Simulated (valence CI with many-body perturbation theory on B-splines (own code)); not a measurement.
## E1 transitions of Hg7+

Method: relativistic CI+MBPT: five valence electrons over a frozen Dirac-Fock core [Xe] 4f14, radial functions for each j: 7 s, 7 p, 8 d, 6 f, 4 g, 1 h, with the one-electron correlation potential Σ1 (screened to all orders), the two-electron term Σ2, the three-electron term Σ3, Breit, model QED; selected single and double excitations, second order for the rest, scaled by the run's own slope (own B-spline code, finite nucleus).

No measured levels were compared; by estimate terms of the open shell hold to 2 to 4 % of their energy, and close levels can change places; different configurations can be misplaced against each other by 1,000 to 8,000 cm⁻¹. Among the levels kept, up to 1200 cm⁻¹ of a level comes from second order outside the variational space, and about a tenth of that is noise between levels of different J, which matters for small intervals. The list stops below the first excitations out of the core.

Lines 51 to 100 of 539 in falling wavelength, among levels below 346820 cm⁻¹, chosen from the strongest by gf and those to the six lowest levels. Wavelengths and rates use the calculated energies, so an error of 2000 cm⁻¹ moves a line at 1130 Å by 2.3 % and its rate by three times that or more. Electric multipoles are in the length gauge, E1 and E2 with the static RPA response of the core. Weak lines are less certain than strong ones. Lines between different terms over intervals too small for the method are left out, as are lines whose strength nearly cancels. Where a level lies close to another of its J and parity, the split of strength between their lines is uncertain. The highest levels of a list are the least certain.

Levels are named by their leading jj configuration (3d3/2^4 stands for four electrons in 3d with j = 3/2), which in mixed levels can hold well under half, so a name can repeat and another be missing. Letters in brackets count levels of one name in rising energy.

```csv
λ vac (Å),Upper,Lower,A (s⁻¹),S (a.u.)
1130,(5d3/2^2 5d5/2^2 6p1/2) J=7/2 [d],(5d3/2^2 5d5/2^2 6s) J=5/2 [f],1.02e+07,5.79e-02
1130,(5d3/2^3 5d5/2 6p1/2) J=7/2 [a],(5d3/2^3 5d5/2 6s) J=5/2,3.16e+08,1.80e+00
1128,(5d3/2^3 5d5/2 6p1/2) J=5/2 [a],(5d3/2^3 5d5/2 6s) J=3/2 [b],2.92e+08,1.24e+00
1122,(5d3/2^3 5d5/2 6p3/2) J=3/2 [b],(5d3/2 5d5/2^3 6s) J=5/2 [a],1.93e+07,5.37e-02
1120,(5d3/2 5d5/2^3 6p1/2) J=7/2,(5d3/2 5d5/2^3 6s) J=5/2 [a],4.56e+07,2.53e-01
1119,(5d3/2^2 5d5/2^2 6p1/2) J=3/2 [a],(5d3/2^3 5d5/2 6s) J=3/2 [b],2.51e+08,6.94e-01
1117,(5d3/2^2 5d5/2^2 6p1/2) J=7/2 [e],(5d3/2^2 5d5/2^2 6s) J=5/2 [f],1.16e+07,6.39e-02
1110,(5d3/2^2 5d5/2^2 6p1/2) J=9/2 [b],(5d3/2^2 5d5/2^2 6s) J=7/2 [e],5.33e+07,3.60e-01
1109,(5d3/2^3 5d5/2 6p3/2) J=5/2 [a],(5d3/2^2 5d5/2^2 6s) J=3/2 [c],2.99e+07,1.21e-01
1108,(5d3/2^2 5d5/2^2 6p3/2) J=9/2,(5d3/2 5d5/2^3 6s) J=7/2 [b],6.37e+07,4.27e-01
1107,(5d3/2^3 5d5/2 6p1/2) J=3/2,(5d3/2^3 5d5/2 6s) J=1/2,2.60e+08,6.96e-01
1106,(5d3/2^2 5d5/2^2 6p1/2) J=7/2 [a],(5d3/2^2 5d5/2^2 6s) J=5/2 [c],5.96e+07,3.18e-01
1104,(5d3/2^3 5d5/2 6p3/2) J=5/2 [b],(5d3/2 5d5/2^3 6s) J=7/2 [b],2.98e+07,1.19e-01
1101,(5d3/2^3 5d5/2 6p1/2) J=7/2 [b],(5d3/2^2 5d5/2^2 6s) J=9/2 [a],3.34e+07,1.76e-01
1098,(5d3/2 5d5/2^3 6p1/2) J=7/2,(5d3/2 5d5/2^3 6s) J=7/2 [b],6.95e+07,3.63e-01
1091,(5d3/2^4 6p3/2) J=3/2,(5d3/2^2 5d5/2^2 6s) J=5/2 [c],8.41e+07,2.15e-01
1090,(5d3/2^2 5d5/2^2 6p1/2) J=7/2 [b],(5d3/2^2 5d5/2^2 6s) J=9/2 [b],2.87e+07,1.47e-01
1089,(5d3/2^2 5d5/2^2 6p1/2) J=7/2 [c],(5d3/2^2 5d5/2^2 6s) J=5/2 [e],2.49e+08,1.27e+00
1089,(5d3/2^2 5d5/2^2 6p1/2) J=9/2 [b],(5d3/2^2 5d5/2^2 6s) J=7/2 [d],1.34e+07,8.55e-02
1088,(5d3/2^3 5d5/2 6p1/2) J=5/2 [b],(5d3/2^3 5d5/2 6s) J=5/2,2.17e+08,8.27e-01
1088,(5d3/2^3 5d5/2 6p1/2) J=7/2 [a],(5d3/2^3 5d5/2 6s) J=7/2,3.40e+07,1.73e-01
1086,(5d3/2^2 5d5/2^2 6p1/2) J=9/2 [b],(5d3/2^2 5d5/2^2 6s) J=11/2 [b],6.93e+07,4.38e-01
1085,(5d3/2^3 5d5/2 6p3/2) J=5/2 [b],(5d3/2^2 5d5/2^2 6s) J=5/2 [f],3.76e+07,1.42e-01
1084,(5d3/2^2 5d5/2^2 6p1/2) J=7/2 [e],(5d3/2 5d5/2^3 6s) J=7/2 [a],7.64e+07,3.84e-01
1083,(5d3/2^2 5d5/2^2 6p1/2) J=7/2 [a],(5d3/2^2 5d5/2^2 6s) J=7/2 [c],6.78e+07,3.40e-01
1075,(5d3/2^2 5d5/2^2 6p1/2) J=9/2 [a],(5d3/2^2 5d5/2^2 6s) J=7/2 [c],2.96e+08,1.82e+00
1075,(5d3/2^2 5d5/2^2 6p1/2) J=3/2 [d],(5d3/2^2 5d5/2^2 6s) J=5/2 [e],9.74e+07,2.39e-01
1075,(5d3/2^2 5d5/2^2 6p1/2) J=3/2 [c],(5d3/2^2 5d5/2^2 6s) J=5/2 [d],8.39e+07,2.06e-01
1074,(5d3/2^2 5d5/2^2 6p1/2) J=9/2 [a],(5d3/2^2 5d5/2^2 6s) J=11/2 [a],5.46e+07,3.34e-01
1074,(5d3/2^3 5d5/2 6p1/2) J=9/2,(5d3/2^3 5d5/2 6s) J=7/2,4.92e+08,3.01e+00
1073,(5d3/2^2 5d5/2^2 6p1/2) J=5/2 [c],(5d3/2^2 5d5/2^2 6s) J=3/2 [c],2.67e+08,9.78e-01
1072,(5d3/2^2 5d5/2^2 6p1/2) J=7/2 [a],(5d3/2^2 5d5/2^2 6s) J=5/2 [b],8.18e+07,3.98e-01
1072,(5d3/2^2 5d5/2^2 6p1/2) J=3/2 [c],(5d3/2^2 5d5/2^2 6s) J=1/2 [b],3.37e+08,8.19e-01
1071,(5d3/2^2 5d5/2^2 6p1/2) J=13/2,(5d3/2^2 5d5/2^2 6s) J=11/2 [b],5.51e+08,4.68e+00
1069,(5d3/2^4 6p3/2) J=3/2,(5d3/2^2 5d5/2^2 6s) J=3/2 [a],5.54e+07,1.34e-01
1069,(5d3/2^3 5d5/2 6p1/2) J=7/2 [b],(5d3/2^3 5d5/2 6s) J=5/2,5.63e+07,2.72e-01
1068,(5d3/2^2 5d5/2^2 6p1/2) J=7/2 [a],(5d3/2^2 5d5/2^2 6s) J=7/2 [b],1.71e+08,8.24e-01
1067,(5d3/2^2 5d5/2^2 6p1/2) J=11/2 [a],(5d3/2^2 5d5/2^2 6s) J=9/2 [b],4.43e+08,3.19e+00
1065,(5d3/2^2 5d5/2^2 6p1/2) J=7/2 [d],(5d3/2^2 5d5/2^2 6s) J=5/2 [e],1.44e+08,6.87e-01
1061,(5d3/2^2 5d5/2^2 6p1/2) J=9/2 [a],(5d3/2^2 5d5/2^2 6s) J=7/2 [b],1.57e+08,9.26e-01
1058,(5d3/2^4 6p3/2) J=3/2,(5d3/2^2 5d5/2^2 6s) J=5/2 [b],4.22e+07,9.87e-02
1057,(5d3/2^2 5d5/2^2 6p1/2) J=3/2 [b],(5d3/2^2 5d5/2^2 6s) J=5/2 [c],3.92e+08,9.14e-01
1057,(5d3/2^2 5d5/2^2 6p1/2) J=5/2 [a],(5d3/2^2 5d5/2^2 6s) J=3/2 [a],3.05e+08,1.07e+00
1056,(5d3/2^2 5d5/2^2 6p1/2) J=5/2 [a],(5d3/2^2 5d5/2^2 6s) J=7/2 [c],1.42e+08,4.94e-01
1056,(5d3/2^2 5d5/2^2 6p3/2) J=9/2,(5d3/2 5d5/2^3 6s) J=7/2 [a],4.97e+07,2.89e-01
1054,(5d3/2^2 5d5/2^2 6p1/2) J=7/2 [e],(5d3/2^2 5d5/2^2 6s) J=5/2 [e],2.19e+07,1.01e-01
1054,(5d3/2^2 5d5/2^2 6p1/2) J=1/2 [b],(5d3/2^2 5d5/2^2 6s) J=1/2 [b],1.58e+08,1.82e-01
1053,(5d3/2^3 5d5/2 6p3/2) J=5/2 [b],(5d3/2 5d5/2^3 6s) J=7/2 [a],3.73e+07,1.29e-01
1050,(5d3/2^3 5d5/2 6p1/2) J=5/2 [b],(5d3/2^3 5d5/2 6s) J=7/2,7.95e+07,2.72e-01
1048,(5d3/2^2 5d5/2^2 6p1/2) J=9/2 [c],(5d3/2^2 5d5/2^2 6s) J=7/2 [e],5.24e+08,2.98e+00
```
